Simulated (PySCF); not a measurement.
## From computed data to an observable: entropy of an ideal gas

iodoethane cation (C2H5I), SMILES ICC (connectivity only; charge and spin as stated), charge +1, multiplicity 2.

The structure is a stationary point at r2SCAN-D4/def2-SVP. The spin state was assumed, not searched. The def2 effective core potentials stand for the cores of I; spin–orbit coupling is left out.

r2SCAN-D4/def2-SVP run with PySCF gives the harmonic wavenumbers 230, 242, 381, 558, 889, 922, 1083, 1181, 1194, 1366, 1395, 1422, 1456, 3030, 3032, 3051, 3132, 3179 cm⁻¹ and the rotational temperatures 1.4603, 0.1344, 0.1273 K. The molar mass is 155.97 g/mol, the symmetry number 1, the spin multiplicity 2.

**Question.** Work out the entropy at 298.15 K and 1 atm in the rigid-rotor, harmonic-oscillator model.

**Answer.** 
Translation (Sackur–Tetrode at 1 atm): S = R[1.5 ln M + 2.5 ln T − 1.16487] = 171.7 J/(mol K).
Rotation: q = (√π/σ) T^1.5/√(θA θB θC) = 57700, S = R[ln q + 3/2] = 103.6 J/(mol K).
Vibration: with u = 1.4388 ν/T, each mode gives R[u/(e^u − 1) − ln(1 − e^−u)]:
```json
[
 {"ν (cm⁻¹)": "230", "modes": "1", "u": "1.11", "S (J/(mol K))": "7.86"},
 {"ν (cm⁻¹)": "242", "modes": "1", "u": "1.17", "S (J/(mol K))": "7.48"},
 {"ν (cm⁻¹)": "381", "modes": "1", "u": "1.84", "S (J/(mol K))": "4.33"},
 {"ν (cm⁻¹)": "558", "modes": "1", "u": "2.69", "S (J/(mol K))": "2.21"},
 {"ν (cm⁻¹)": "889", "modes": "1", "u": "4.29", "S (J/(mol K))": "0.61"},
 {"ν (cm⁻¹)": "922", "modes": "1", "u": "4.45", "S (J/(mol K))": "0.54"},
 {"ν (cm⁻¹)": "1083", "modes": "1", "u": "5.23", "S (J/(mol K))": "0.28"},
 {"ν (cm⁻¹)": "1181", "modes": "1", "u": "5.70", "S (J/(mol K))": "0.19"},
 {"ν (cm⁻¹)": "1194", "modes": "1", "u": "5.76", "S (J/(mol K))": "0.18"},
 {"ν (cm⁻¹)": "1366", "modes": "1", "u": "6.59", "S (J/(mol K))": "0.09"},
 {"ν (cm⁻¹)": "1395", "modes": "1", "u": "6.73", "S (J/(mol K))": "0.08"},
 {"ν (cm⁻¹)": "1422", "modes": "1", "u": "6.86", "S (J/(mol K))": "0.07"},
 {"ν (cm⁻¹)": "1456", "modes": "1", "u": "7.03", "S (J/(mol K))": "0.06"}
]
```
The stiffer modes add less than 0.005 each. Sum 24.0 J/(mol K).
Spin: R ln 2 = 5.8 J/(mol K).
Total 305.1 J/(mol K); the program's own thermochemistry gives 305.1. Translation makes up 56 % and vibration 8 %. Anharmonicity, hindered rotation and orbital degeneracy are left out.
